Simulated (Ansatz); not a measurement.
CH5Cl3GeOSi (`C[O][GeH2][Si](Cl)(Cl)Cl`), relaxed with RKS PBE0-D4/def2-TZVP in the Gaussian-basis code of Ansatz from a PBE-D4/def2-SVP geometry. The force threshold is 0.005 eV/Å; the program also tests the step.

The species carries charge 0 and has multiplicity 1.

Start:

```xyz
12

C     1.717   -0.394    1.070
O     1.215    0.844    0.591
Ge   -0.563    1.057    0.383
Si   -1.317   -0.315   -1.439
Cl   -3.363   -0.074   -1.707
Cl   -0.346    0.205   -3.193
Cl   -0.935   -2.324   -1.053
H     1.494   -1.245    0.386
H     1.318   -0.656    2.080
H     2.820   -0.300    1.154
H    -0.732    2.554    0.040
H    -1.307    0.648    1.689
```

How much energy does the relaxation release, and in how many steps? (Best estimate.)

Computed: 7.06 kJ/mol, in 22 steps.

Which bonds change most? (Best estimate.)

Computed: Si4–Cl7 from 2.081 to 2.045 Å; Si4–Cl5 from 2.078 to 2.044 Å; Si4–Cl6 from 2.072 to 2.040 Å; O2–Ge3 from 1.802 to 1.776 Å.

Give the relaxed structure. (Estimate.)

The calculation gave: 
```xyz
12

C     1.729   -0.337    0.930
O     1.157    0.922    0.660
Ge   -0.606    1.038    0.475
Si   -1.293   -0.354   -1.346
Cl   -3.186    0.147   -1.934
Cl   -0.034   -0.133   -2.936
Cl   -1.297   -2.327   -0.808
H     1.636   -1.023    0.078
H     1.282   -0.818    1.809
H     2.792   -0.184    1.128
H    -0.883    2.515    0.178
H    -1.297    0.554    1.766
```
